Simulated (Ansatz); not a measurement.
A barrier at the coupled-cluster level

Start structure (CH4IS (charge -1), singlet), relaxed at PBE0-D4/def2-TZVPD:

```tsv
atom	x (Å)	y (Å)	z (Å)
I1	-1.9771	-0.4957	2.0807
C2	-0.3558	-0.2082	0.5665
S3	1.7992	0.2189	-1.5287
H4	-0.7411	-0.6157	-0.3571
H5	0.4940	-0.7583	0.9452
H6	-0.1799	0.8571	0.5243
H7	0.9607	1.0019	-2.2309
```

The step: [CH₃I ([CH3][I]) + HS]⁻ → [CH₄S ([CH3][SH]) + I]⁻; bonds formed: C2–S3; bonds broken: I1–C2. Computed with Ansatz 0.2.0 (basis: def2-TZVPPD and def2-QZVPPD); correlated methods freeze the cores. Filled d shells of the heavier atoms are correlated. Core potentials replace the inner electrons of the atoms past krypton. The def2 sets are not built for correlating such inner shells, so the correlated values are less sure here. Extrapolation: Hartree–Fock as exp(−7.88 √X), correlation as X^−2.97. Energies below are by CCSD(T) at an estimated basis limit (MP2 extrapolated from triple and quadruple zeta, plus CCSD(T) − MP2 in triple zeta).

Problem. What are the electronic barrier and the energy of the step, from the start structure to the end structure? (An estimate is asked for; the value comes from the calculation.)

Solution. By the calculation: Barrier 0.094 eV; step energy -1.443 eV (downhill); reverse barrier, their difference, 1.537 eV. Barrier and step energy count from the start structure, the reverse barrier from the end structure.

The saddle point: One imaginary mode of 249i cm⁻¹.
```tsv
pair	start (Å)	saddle (Å)	end (Å)
C2–S3	3.04	2.71	1.81
I1–C2	2.24	2.41	3.94
```

Zero-point energy (harmonic, PBE0-D4): ZPE is 1.175 eV at the start and 1.174 eV at the saddle, so the barrier goes from 0.094 to 0.093 eV.

T1 diagnostic: at most 0.016.

Labels in which every atom is bracketed show which atoms are joined, not bond orders.

For scale, one of the runs: CCSD(T)/def2-TZVPPD, 215 basis functions, launched by `ansatz run in.yaml --threads 4 --pin off --events-out ev --progress --plain --max-ram 9574MiB`. Time: 56 s of wall clock on 4 CPU threads of an AMD EPYC 9B14; the host was shared. Peak host memory: 3.4 GiB.
